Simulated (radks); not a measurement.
B+, configuration [He] 2p2 (not the ground configuration). Calculated with a radial shooting solver on a logarithmic mesh with Libxc functionals: Dirac Kohn-Sham, PBE, spin-unpolarised, spherical densities, finite nucleus; open shells fill j = l - 1/2 first; Fermi nuclear charge, rms radius 2.406 fm.

X-ray form factor f0, the Fourier transform of the density (f0(0) = 4):

sin(theta)/lambda (1/angstrom),f0 (electrons)
0.05,3.845
0.1,3.457
0.15,2.993
0.2,2.578
0.25,2.259
0.3,2.029
0.4,1.741
0.5,1.554
0.6,1.397
0.8,1.110
1,0.860
1.25,0.613
1.5,0.435
2,0.223
